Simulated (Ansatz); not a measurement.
GePH7, singlet: a pair in one relaxed arrangement.

in.yaml

```yaml
crystal:
  periodic: [false, false, false]
  atoms:
    - {symbol: Ge, position_ang: [0.126037, 0.082130, -1.893020]}
    - {symbol: H, position_ang: [0.566755, -1.090016, -1.003383]}
    - {symbol: H, position_ang: [-1.390073, 0.275383, -1.774155]}
    - {symbol: H, position_ang: [0.489396, -0.235445, -3.352112]}
    - {symbol: H, position_ang: [0.851743, 1.359179, -1.452880]}
    - {symbol: P, position_ang: [-0.348844, 0.219762, 1.924215]}
    - {symbol: H, position_ang: [-0.605486, 0.562573, 3.277925]}
    - {symbol: H, position_ang: [1.026844, -0.035347, 2.162338]}
    - {symbol: H, position_ang: [-0.716372, -1.138317, 2.111070]}
basis:
  gaussian: {orbitals: "def2-TZVPPD.json"}
hamiltonian: {xc: pbe, dispersion: d4}
```

The basis file named in the input lies beside it (Basis Set Exchange, JSON).

Run by:

```bash
ansatz run in.yaml --threads 4 --pin off --events-out ev --progress --plain --max-ram 9574MiB
```

What Ansatz 0.2.0 printed:

```
Functional definition: PBE
  name "PBE"
  cite "Perdew, Burke & Ernzerhof, Phys. Rev. Lett. 77, 3865 (1996) doi:10.1103/PhysRevLett.77.3865"
  parent pbe
  parameter kappa = 0.804
  parameter beta = 0.06672455060314922
  exchange = pbe_x(kappa = kappa, mu = beta*pi^2/3)
  correlation = pbe_c(beta = beta)
1102 factors; their error is unknown
mean field evaluation 1: about -65905.4379 eV, gradient 3.0e1 eV
mean field evaluation 2: about -65906.0990 eV, gradient 3.2e1 eV
mean field evaluation 4: about -65907.1820 eV, gradient 1.4e0 eV
mean field evaluation 8: about -65907.1601 eV, gradient 3.5e-1 eV
mean field evaluation 16: about -65907.1603 eV, gradient 4.0e-5 eV
mean field -65907.16025034 eV, -2422.0434657222 hartree, gradient 4.0e-5 eV, S^2 0.000000; 0 other end points of the search recorded, 0 dependent functions left out
reference -65907.16029519 eV, -2422.0434673706 hartree; 27, 27 occupied and 194, 194 virtual orbitals, 1102 factors
Total energy: -65907.27946903 eV, -2422.0478469282 hartree
```

The lines “mean field evaluation” count trial sets of orbitals through the whole run, from several starts and some on an approximate energy, so they need not fall steadily or lie above the final value.

Hardware: 4 CPU threads of an Intel Xeon Platinum 8259CL, shared host. Wall time about 2.1 s.
